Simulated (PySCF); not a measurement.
# Electron correlation in Nb (niobium, neutral)

[Kr] 4d4 5s1, high-spin 6D determinant. Calculation: PySCF 2.14, in aug-cc-pVDZ-PP with ECP28MDF (5s5p4d2f, 54 functions); scalar relativity through the core potential. Frozen: 4s2 4p6; 5 electrons correlated.

```csv
level,correlation energy (mhartree)
CCSD,-51.95
(T),-1.03
CCSD(T),-52.98
```

Diagnostics: T1 = 0.012, D1 = 0.0230, largest double amplitude 0.022.

Cost of the coupled-cluster step: of the order of 0.8 core-seconds, for 5 correlated electrons.

Iterations:

```
CC2 = 0
CCSD nocc = (np.int64(5), np.int64(0)), nmo = (50, 50)
frozen orbitals [[0, 1, 2, 3], [0, 1, 2, 3]]
max_cycle = 100
direct = 0
conv_tol = 1e-08
conv_tol_normt = 1e-06
diis_space = 8
diis_start_cycle = 0
Init t2, MP2 energy = -0.0425716791509537
Init E_corr(UCCSD) = -0.0425716791517823
cycle = 1  E_corr(UCCSD) = -0.0496238067373019  dE = -0.00705212759  norm(t1,t2) = 0.0369131
cycle = 2  E_corr(UCCSD) = -0.0510973180729007  dE = -0.00147351134  norm(t1,t2) = 0.0159285
cycle = 3  E_corr(UCCSD) = -0.0519914020762098  dE = -0.000894084003  norm(t1,t2) = 0.00837728
cycle = 4  E_corr(UCCSD) = -0.0519316043538127  dE = 5.97977224e-05  norm(t1,t2) = 0.0015844
cycle = 5  E_corr(UCCSD) = -0.0519520393702933  dE = -2.04350165e-05  norm(t1,t2) = 0.000486202
cycle = 6  E_corr(UCCSD) = -0.0519513933684386  dE = 6.46001855e-07  norm(t1,t2) = 0.000159541
cycle = 7  E_corr(UCCSD) = -0.0519513774990862  dE = 1.58693523e-08  norm(t1,t2) = 5.87358e-05
cycle = 8  E_corr(UCCSD) = -0.0519517110640748  dE = -3.33564989e-07  norm(t1,t2) = 2.04592e-05
cycle = 9  E_corr(UCCSD) = -0.051951543224504  dE = 1.67839571e-07  norm(t1,t2) = 5.82383e-06
cycle = 10  E_corr(UCCSD) = -0.0519515477916174  dE = -4.56711347e-09  norm(t1,t2) = 2.15525e-06
cycle = 11  E_corr(UCCSD) = -0.0519515267343996  dE = 2.10572178e-08  norm(t1,t2) = 9.54352e-07
cycle = 12  E_corr(UCCSD) = -0.0519515393159745  dE = -1.25815749e-08  norm(t1,t2) = 3.62993e-07
cycle = 13  E_corr(UCCSD) = -0.0519515397294921  dE = -4.13517616e-10  norm(t1,t2) = 1.15018e-07
UCCSD converged
E(UCCSD) = -56.19937135558563  E_corr = -0.05195153972949212
UCCSD(T) correction = -0.00103106732035876
```
